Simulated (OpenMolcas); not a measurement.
**Ag3+: effect of the basis set**

```json
{
  "Program": "OpenMolcas 26.06",
  "Method": "CASSCF",
  "Active space": "8 electrons in 10 orbitals (4d 5d)",
  "State averaging": "2S+1 = 3 even, 10 roots; 2S+1 = 1 even, 15 roots",
  "Spin-orbit coupling": "RASSI with atomic mean-field integrals over the reference wave functions, term energies averaged over their components"
}
```

A. ANO-R2 [7s5p4d2f1g], X2C, finite nucleus; cost roughly 90 core-seconds
B. ANO-RCC-VTZP [7s6p4d2f1g], DKH2, point nucleus; cost roughly 50 core-seconds
C. ANO-RCC-VQZP [8s7p5d3f2g1h], DKH2, point nucleus; cost about 50 core-seconds

Energies in eV above 4d8 3F4, the measured ground level; measured values from the list in Gamrath, thesis, University of Mons (2023).

| Level | A | B | C | Measured |
| --- | --- | --- | --- | --- |
| 4d8 3F4 | 0.0000 | 0.0000 | 0.0000 | 0.0000 |
| 4d8 3F3 | 0.4931 | 0.4924 | 0.5014 | 0.5173 |
| 4d8 3F2 | 0.7375 | 0.7365 | 0.7465 | 0.7228 |
| 4d8 3P1 | 2.4099 | 2.4089 | 2.4122 | 1.9713 |
| 4d8 3P0 | 2.4465 | 2.4455 | 2.4475 | 1.9952 |
| 4d8 1G4 | 2.9688 | 2.9685 | 2.9658 | 2.5504 |
| 4d8 1S0 | 6.8613 | 6.8622 | 6.8437 | 5.8444 |

Deviations, from unrounded energies. A percentage is the sum of absolute deviations over the sum of measured energies, with the sign that they share, or ± where signs differ.

```json
{"Against measurement": "mean absolute deviation (cm-1)", "Levels": "6", "A": "3200", "B": "3200", "C": "3200"}
{"Against measurement": "fine structure of the ground term (%)", "Levels": "2", "A": "±3.1", "B": "±3.1", "C": "±3.2"}
{"Against measurement": "other terms of the ground configuration (%)", "Levels": "4", "A": "+18.8", "B": "+18.8", "C": "+18.7"}
```

A, B, C lie about equally close to measurement. The largest miss of C in the table is 4d8 1S0, by +8100 cm-1. The ranking rests on the paired levels alone, and a cruder setting can come out closer through cancelling errors.

Among A to C the level of the table that moves most is 4d8 1S0, by 150 cm-1 (lowest in C, highest in B).

Without dynamic correlation excited terms often stand tens of per cent too high (terms of higher spin than the ground term too low), and those without a measured partner can miss by more than the paired ones. Active for correlation alone: 5d; no level in the range computed is led by a configuration that fills it, so any true level of that kind is missing. Measured partners are found by configuration, term and J. A level has none where our copy of the source lacks it or the pairing is in doubt (some pairs that miss far off the trend of their configuration count as doubtful), and it then counts in no deviation. Only configurations of the active space appear. The table leaves out levels that lie high or whose names do not pair safely across all columns.
